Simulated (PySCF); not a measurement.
Species: C7H12.
Numbering: `[CH2:1]1[CH2:2][C@H:3]2[CH2:4][C@@H:5]([CH2:6]1)[CH2:7]2` (hydrogens: H8, H9 on C1; H10, H11 on C2; H12 on C3; H13, H14 on C4; H15 on C5; H16, H17 on C6; H18, H19 on C7)

The same species was optimised twice, with GFN2-xTB and with PBE0-D3(BJ)/def2-SVP (PySCF), and the same property calculations (PySCF, gas phase) were run on both structures.

```csv
coordinate,GFN2-xTB,PBE0-D3(BJ)/def2-SVP,change
C3–C7 (Å),1.537,1.548,+0.011
C5–C7 (Å),1.537,1.548,+0.011
C4–C5 (Å),1.535,1.542,+0.007
C3–C4 (Å),1.535,1.542,+0.007
C5–C6 (Å),1.527,1.531,+0.004
C2–C3 (Å),1.527,1.530,+0.003
C1–C6 (Å),1.536,1.536,0.000
C1–C2 (Å),1.536,1.536,0.000
C4–C3–C7 (°),87.4,86.6,-0.8
C4–C5–C7 (°),87.4,86.6,-0.8
C2–C3–C4 (°),108.7,109.3,+0.6
C4–C5–C6 (°),108.8,109.3,+0.5
C2–C1–C6 (°),112.5,112.9,+0.4
C6–C5–C7 (°),110.6,110.9,+0.3
C2–C3–C7 (°),110.6,110.9,+0.3
C3–C4–C5 (°),86.2,86.6,+0.4
```

Rotational constants: A = 3844, B = 3245, C = 2540 MHz (GFN2-xTB) against A = 3811, B = 3208, C = 2504 MHz (PBE0-D3(BJ)/def2-SVP). Point groups within 0.08 Å: Cs and Cs.

On the GFN2-xTB structure: lowest singlet, TDDFT (eV) 7.78 [CAM-B3LYP/def2-SVPD]; lowest triplet, Tamm–Dancoff (eV) 7.61 [CAM-B3LYP/def2-SVPD]; isotropic polarisability (au) 74.9 [CAM-B3LYP/def2-SVPD]; HOMO (eV) -9.23 [CAM-B3LYP/def2-SVPD]; LUMO (eV) 1.37 [CAM-B3LYP/def2-SVPD]; dipole (D) 0.06 [CAM-B3LYP/def2-SVPD]; HOMO (eV) -7.85 [PBE0/pcSseg-1]; LUMO (eV) 1.35 [PBE0/pcSseg-1]; dipole (D) 0.07 [PBE0/pcSseg-1]; GIAO shielding of C1 (ppm) 167.8 [PBE0/pcSseg-1]; GIAO shielding of C2/C6 (mean) (ppm) 153.5 [PBE0/pcSseg-1]; GIAO shielding of C3/C5 (mean) (ppm) 152.0 [PBE0/pcSseg-1]; GIAO shielding of C4/C7 (mean) (ppm) 153.2 [PBE0/pcSseg-1].

Q: What do these properties become on the PBE0-D3(BJ)/def2-SVP structure?

A: 
```csv
property,level,on GFN2-xTB,on PBE0-D3(BJ)/def2-SVP,change
"lowest singlet, TDDFT (eV)",CAM-B3LYP/def2-SVPD,7.78,7.82,+0.04
"lowest triplet, Tamm–Dancoff (eV)",CAM-B3LYP/def2-SVPD,7.61,7.64,+0.03
isotropic polarisability (au),CAM-B3LYP/def2-SVPD,74.9,76.4,+1.5
HOMO (eV),CAM-B3LYP/def2-SVPD,-9.23,-9.29,-0.06
LUMO (eV),CAM-B3LYP/def2-SVPD,1.37,1.35,-0.02
dipole (D),CAM-B3LYP/def2-SVPD,0.06,0.06,0.00
"energy, GFN2-xTB geometry as zero (kcal/mol)",CAM-B3LYP/def2-SVPD,0.0,-0.7,-0.7
HOMO (eV),PBE0/pcSseg-1,-7.85,-7.91,-0.06
LUMO (eV),PBE0/pcSseg-1,1.35,1.30,-0.05
dipole (D),PBE0/pcSseg-1,0.07,0.08,+0.01
"energy, GFN2-xTB geometry as zero (kcal/mol)",PBE0/pcSseg-1,0.0,-0.5,-0.5
GIAO shielding of C1 (ppm),PBE0/pcSseg-1,167.8,166.1,-1.7
GIAO shielding of C2/C6 (mean) (ppm),PBE0/pcSseg-1,153.5,152.4,-1.1
GIAO shielding of C3/C5 (mean) (ppm),PBE0/pcSseg-1,152.0,148.9,-3.1
GIAO shielding of C4/C7 (mean) (ppm),PBE0/pcSseg-1,153.2,149.8,-3.4
```

The heavy atoms differ by 0.011 Å rms after alignment. Among bonds between heavy atoms C3–C7 and C5–C7 change most and about equally (+0.011 Å). Changes are differences of the printed values. Neither structure is proved a minimum here.
